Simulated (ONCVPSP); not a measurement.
# Pseudopotential generation for chlorine: ONCV, PBE, non-relativistic.

ONCVPSP 4.0.1 input, shortened (lines: element, Z, core and valence counts, functional; n l f; lmax; l rc ep ncon nbas qcut; lloc lpopt rc5 dvloc0; l nproj debl; icmod fcfact rcfact), PBE, non-relativistic:

```
  Cl 17.00    3    2        4      upf
    1    0    2.00
    2    0    2.00
    2    1    6.00
    3    0    1.50
    3    1    5.50
    2
    0    1.25    0.00    5   10    6.30
    1    1.55    0.00    4    8    4.70
    2    1.40    0.25    3    6    8.10
    4    5    0.80    4.00
    0    2    0.90
    1    2    0.50
    2    2    0.40
    1    0.70    0.00
```

- Cutoffs needed: 16 Ha and 28 Ha (the cutoffs (Ha) at which the residual kinetic energy of the hardest occupied pseudo-wave falls to 1 and 0.1 mHa per electron)
- Ghost test: no bound ghost flagged; GHOST(+) flagged for s at 135.1 eV
- Largest excitation error: +94 meV (all-electron minus pseudo) for 3s2 3p1, out of 4 test configurations
- rms error of d²Exc/dni dnj: 1.50 mHa without and 0.42 mHa with the model core
